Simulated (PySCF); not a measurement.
Species: C8H7OP.
Numbering: `[CH3:1][c:2]1[cH:3][cH:4][cH:5][c:6]([P:7]=[C:8]=[O:9])[cH:10]1`

NICS is the negative of the GIAO shielding at a point without a nucleus: at the ring centre (0) and 1 Å above and below it (1); zz is the component along the ring normal. Level: GIAO PBE0/pcSseg-1 (PySCF, non-relativistic, gas phase) on the GFN2-xTB geometry, one conformer.

Ring bond lengths (Å), with Mayer bond orders in brackets: C2–C3 1.391 (1.40), C3–C4 1.383 (1.44), C4–C5 1.383 (1.45), C5–C6 1.390 (1.35), C6–C10 1.391 (1.40), C10–C2 1.386 (1.42).

Problem. What do the NICS probes read (ppm)?

Solution. 
```csv
ring,type,NICS(0),"NICS(1), two faces","NICS(1)zz, two faces",rms pucker (Å),"centre to ring atoms, mean (Å)"
C2–C3–C4–C5–C6–C10,6-membered carbocycle; formal bonds all aromatic,-7.6,-10.4 / -10.6,-25.6 / -26.1,0.00,1.39
```

Problem. What do they say, and how far can they be read as aromaticity?

Solution. 
- C2–C3–C4–C5–C6–C10: mean NICS(1)zz -25.9 ppm, shielded. For a flat ring without four-coordinate atoms the NICS criterion counts such a value as aromatic.

Problem. How equal are the bonds by HOMA? HOMA = 1 − mean of α(R − Ropt)² over the ring bonds, with Krygowski's 1993 parameters (CC: Ropt 1.388 Å, α 257.7 Å⁻²).

Solution. 
- C2–C3–C4–C5–C6–C10: HOMA 1.00 = 1 − EN − GEO, with mean bond length 1.387 Å, EN = α(Ropt − mean)² = 0.000 and GEO = α × variance = 0.003. The geometric and the magnetic index point the same way.

Problem. List the ring angles and the Hirshfeld charges of the ring atoms.

Solution. 
- C2–C3–C4–C5–C6–C10: C2 118.7° (+0.015 e), C3 120.6° (-0.052 e), C4 120.6° (-0.044 e), C5 119.3° (-0.062 e), C6 119.9° (-0.047 e), C10 120.9° (-0.061 e); sum 720.0° against 720° for a flat convex ring.

Problem. How shielded are the nuclei of the rings and their hydrogens (means over atoms taken as equivalent)?

Solution. 
| atoms | environment | σ isotropic (ppm) |
| --- | --- | --- |
| C2 | substituted aromatic carbon | 41.3 |
| C3 | aromatic CH carbon | 53.3 |
| C4 | aromatic CH carbon | 51.9 |
| C5 | aromatic CH carbon | 50.8 |
| C6 | substituted aromatic carbon | 57.5 |
| C10 | aromatic CH carbon | 46.4 |
| H on C3 | aromatic hydrogen | 24.36 |
| H on C4 | aromatic hydrogen | 24.24 |
| H on C5 | aromatic hydrogen | 24.19 |
| H on C10 | aromatic hydrogen | 24.29 |

On one thread, Arm Neoverse V1 (aarch64), no GPU (shared host), this took 43 s of wall time and 0.94 GiB of memory at its peak. This is the whole shielding run at PBE0/pcSseg-1, SCF included.

Shape of the structure used: `[CH3:1][c:2]1[cH:3][cH:4][cH:5][c:6]([P:7]=[C:8]=[O:9])[cH:10]1`: C5–C6–P7–C8 28°.
